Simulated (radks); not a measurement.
The nuclear charge of the holmium ion Ho+ is varied continuously with 66 electrons held in [Xe] 4f11 6s1. Method: non-relativistic Kohn-Sham, PBE, spin-polarised, spherical densities, point nucleus; open shells are filled with parallel spins first (spin-orbit coupling, left out, can overturn this in heavy ions); relativity is left out, which matters for an element this heavy; computed with a radial shooting solver on a logarithmic mesh with Libxc functionals. By the Hellmann-Feynman theorem dE/dZ = E(electron-nucleus)/Z, the electronic potential at the nucleus.

| Z | E (hartree) | E(electron-nucleus)/Z (hartree) | HOMO | e(HOMO) (eV) | <r> HOMO (bohr) |
|---|---|---|---|---|---|
| 66.25 | -11749.8679 | -421.680 | 4f | -1.294 | 0.9102 |
| 66.5 | -11855.5543 | -423.809 | 4f | -4.531 | 0.8684 |
| 66.75 | -11961.7715 | -425.928 | 6s | -6.972 | 4.090 |
| 67 | -12068.5176 | -428.040 | 6s | -8.670 | 3.896 |
| 67.25 | -12175.7912 | -430.147 | 6s | -10.470 | 3.729 |
| 67.5 | -12283.5910 | -432.251 | 6s | -12.364 | 3.584 |
| 67.75 | -12391.9162 | -434.350 | 6s | -14.346 | 3.456 |
| 68 | -12500.7658 | -436.447 | 6s | -16.414 | 3.341 |

The central difference of E at Z = 67 is -428.039 hartree, to compare with the third column; the second derivative is -8.44 hartree. No converged solution with all levels bound was reached at Z = 66.
